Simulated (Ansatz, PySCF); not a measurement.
Process, species as SMILES: CO[SiH2] → C[SiH2][O]
Structures are relaxed separately at B3LYP-D3(BJ)/def2-TZVP in Ansatz (a first-principles code), one conformer each, not searched for the lowest.

Quantity: isomerisation energy (0 K, with B3LYP-D3(BJ) harmonic zero-point energies from PySCF), in kJ/mol. Cores are frozen in the correlated levels unless marked. Open shells are spin-unrestricted. No spin-orbit coupling. No relativistic terms. CBS(X,Y): correlation extrapolated as X^-3; Hartree-Fock from the larger set.

```csv
level,program,isomerisation energy (kJ/mol)
HF/STO-3G,Ansatz,-134.5
HF/6-31G*,Ansatz,-47.6
```

Problem. Predict the CCSD(T)/CBS(cc-pV(T+d)Z,cc-pV(Q+d)Z) result (Ansatz).

Solution. 9.9 kJ/mol
